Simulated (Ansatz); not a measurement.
Mulliken charges of FHISi (`F[SiH]I`) radical from PBE/def2-TZVPP in Ansatz (PBE0-D4/def2-TZVP geometry).

```
atom   x (Å)   y (Å)   z (Å)  charge (e)
  F1  -1.198  -0.144   1.023      -0.243
 Si2  -0.332  -0.253  -0.316       0.370
  I3   1.980  -0.748   0.249      -0.093
  H4  -0.395   1.085  -0.976      -0.034
```

Question: By hand: the dipole of these point charges (1 e Å = 4.8032 D).

Answer: Σ q r = (-0.002, -0.026, -0.355) e Å, of length 0.356 e Å = 1.71 D.

Question: How does the dipole of the full density compare? (Estimate.)

Answer: Computed: (0.014, 0.030, -0.191) e Å, 0.93 D; the point charges give 1.84 times that, at 14° from its direction.

Point charges leave out the atoms' own dipoles, such as those of lone pairs, and Mulliken's split depends on the basis, so the two needn't agree.
